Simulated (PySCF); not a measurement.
NiO3, SMILES [O]=[Ni]1[O][O]1, multiplicity 1. Atoms are numbered in the order given.

```xyz
4

Ni     0.1005     0.2741     0.0000
O     -0.1948     1.8558     0.0000
O      0.5833    -1.3744     0.0000
O     -0.7402    -1.4410     0.0000
```

Geometry: B3LYP-D3(BJ)/def2-SVP. The multiplicity is an assumed one; other spin states were not compared.

All values below come from PBE/pcSseg-2 in PySCF.

GIAO shieldings, no solvent; atoms listed in one row are averaged. δ = σ(ref) − σ: ¹⁷O against H2O (σ = 327.5 ppm), references at their B3LYP-D3(BJ)/def2-TZVP geometries, non-relativistic.

Computed chemical shifts:
```json
[
 {"nucleus": "¹⁷O", "atoms": "O2", "count": "1", "δ (ppm)": "3461.1"},
 {"nucleus": "¹⁷O", "atoms": "O4", "count": "1", "δ (ppm)": "1186.1"},
 {"nucleus": "¹⁷O", "atoms": "O3", "count": "1", "δ (ppm)": "1098.9"}
]
```
